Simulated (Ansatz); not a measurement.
Basis sets compared for Sn₁₂O₂₀F₁₂H₆²⁺ (started as a model of: [(RSn)12O14(OH)6]2+, R = F). Charge 2, multiplicity 1. Geometry r2SCAN-D4/def2-SVP. Ansatz on 11 threads of AMD EPYC 7R13 on a shared host and a whole NVIDIA H100 80GB HBM3; times are rough, and most runs start from earlier orbitals.

```xyz
50

Sn    1.734   -2.537   -1.468
Sn   -0.250   -0.643   -3.335
Sn   -1.561   -2.791   -1.172
Sn   -0.374    2.413   -2.086
Sn   -2.565   -1.178    1.531
Sn    2.945   -0.754    1.036
Sn    0.374   -2.413    2.086
Sn    2.565    1.178   -1.531
Sn   -2.945    0.754   -1.036
Sn   -1.734    2.537    1.468
Sn    0.250    0.643    3.335
Sn    1.561    2.791    1.172
O    -0.017   -1.370   -1.372
O     1.816   -2.481    0.635
O     2.845   -0.795   -1.063
O     0.983    0.983   -2.815
O    -1.604    0.783   -2.582
O    -1.276   -2.718    0.913
O    -2.833   -1.232   -0.552
O     1.276    2.718   -0.913
O    -1.816    2.480   -0.635
O    -0.983   -0.983    2.815
O    -2.845    0.795    1.063
O     1.604   -0.783    2.582
O     2.833    1.232    0.552
O     0.017    1.370    1.372
O     1.421   -1.910   -3.448
O     0.179   -3.946   -1.397
O    -1.703   -2.151   -3.167
O    -1.421    1.910    3.448
O    -0.179    3.946    1.397
O     1.703    2.151    3.167
F     3.147   -3.768   -1.834
F    -0.442   -0.340   -5.210
F    -2.813   -4.226   -1.298
F    -0.594    3.855   -3.297
F    -4.079   -1.854    2.452
F     4.683   -1.180    1.665
F     0.594   -3.855    3.297
F     4.079    1.854   -2.452
F    -4.682    1.180   -1.665
F    -3.147    3.767    1.834
F     0.442    0.340    5.210
F     2.813    4.226    1.298
H     1.916   -2.177   -4.245
H     0.245   -4.915   -1.487
H    -2.285   -2.500   -3.867
H    -1.916    2.177    4.245
H    -0.245    4.915    1.487
H     2.284    2.501    3.867
```

In the def2 sets Sn takes a core potential; there is no spin–orbit coupling. Single mean-field runs in def2-SVP, def2-TZVP are fitted with def2-universal-jkfit.

| level | functions | energy (Eh) | HOMO (eV) | LUMO (eV) | wall time |
| --- | --- | --- | --- | --- | --- |
| PBE-D4/def2-SVP | 790 | -5273.8321 | -14.39 | -11.40 | 4.2 s |
| PBE0-D4/def2-SVP (with forces) | 790 | -5273.8236 | -16.37 | -10.79 | 9 s |

Question: Estimate the rows for PBE-D4/def2-TZVP, PBE0-D4/def2-TZVP.

Answer: 
```json
{"level": "PBE-D4/def2-TZVP", "functions": "1628", "energy (Eh)": "-5277.3457", "HOMO (eV)": "-14.49", "LUMO (eV)": "-11.50", "wall time": "9 s"}
{"level": "PBE0-D4/def2-TZVP", "functions": "1628", "energy (Eh)": "-5277.3280", "HOMO (eV)": "-16.32", "LUMO (eV)": "-10.80", "wall time": "17 s"}
```
